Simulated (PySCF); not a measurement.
Gas-phase reaction: GaH2Cl + Cl2 → GaCl3 + H2. Level: ωB97X-V/def2-TZVP†; standard pressure 1 bar.

Energies from PySCF, thermal terms from the rigid-rotor harmonic-oscillator model, ideal gas at 1 bar. † marks an energy on the PBE0/def2-TZVP geometry and frequencies. All species are closed-shell singlets. Ga: all electrons, no relativistic terms. GaH2Cl: computed as isolated molecules; such fragments, hydroxides, amides, oligomers or adducts are transient or little studied in the gas. The harmonic model lacks anharmonicity and excited electronic states, which grow with temperature; levels with a mode under 35 cm⁻¹ are left out.

```csv
T (K),1000/T (1/K),log10 K
1200,0.8333,15.02
1400,0.7143,?
1600,0.6250,11.02
1800,0.5556,9.68
2000,0.5000,8.61
2500,0.4000,6.69
```

Problem. Fit log10 K = a + b·(1000/T) to the five rows, get the mean ΔH° and ΔS°, and predict log10 K at 1400 K.

Solution. Means: 1000/T = 0.5828, log10 K = 10.204. Sums of products about the means: Sxy = 2.02944, Sxx = 0.105543, so b = Sxy/Sxx = 19.23 and a = 10.204 − (19.23)×0.5828 = -1.00.
ΔH° = −R ln 10 × 1000 K × b = −19.145 × (19.23) = -368 kJ; ΔS° = R ln 10 × a = -19 J/K. The run's own values go from -368 kJ and -19 J/K at 1200 K to -369 kJ and -20 J/K at 2500 K.
Prediction at 1400 K: -1.00 + (19.23)×0.7143 = 12.74. The computed value is 12.73, 0.01 from the line.
For scale, ΔH°(298 K) is -374 kJ at this level, -371 kJ at ωB97M-V/def2-TZVP†, and runs from -426 to -345 kJ over the 20 levels computed.
